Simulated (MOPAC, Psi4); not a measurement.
Conformational energy of SMILES N[SiH2][SiH2]S. Scanned: dihedral H5–N1–Si2–Si3; all other coordinates were relaxed at B3LYP-D3(BJ)/def2-SVP. Heavy atoms are numbered in the order of the SMILES N[SiH2][SiH2]S, hydrogens after them in the order of the atoms that carry them; the mirror image has the same energies with the sign of each dihedral reversed.

Levels: PM7, restricted, heats of formation // B3LYP-D3(BJ)/def2-SVP (MOPAC); PBE/def2-TZVP // B3LYP-D3(BJ)/def2-SVP (Psi4); MP2/cc-pVTZ = Psi4 1.11 with DF-MP2 (frozen core)/cc-pVTZ // B3LYP-D3(BJ)/def2-SVP.

Energies in eV, each method relative to its own lowest point.

```tsv
φ / °	PM7	PBE/def2-TZVP	MP2/cc-pVTZ
-150	0.008	0.004	0.008
-120	0.017	0.019	0.035
-90	0.000	0.025	0.035
-60	0.013	0.000	0.000
-30	0.072	0.018	0.017
0	0.097	0.047	0.047
30	0.071	0.018	0.017
60	0.013	0.000	0.000
90	0.000	0.025	0.035
120	0.020	0.019	0.035
150	0.008	0.005	0.009
180	0.049	0.007	0.004
```
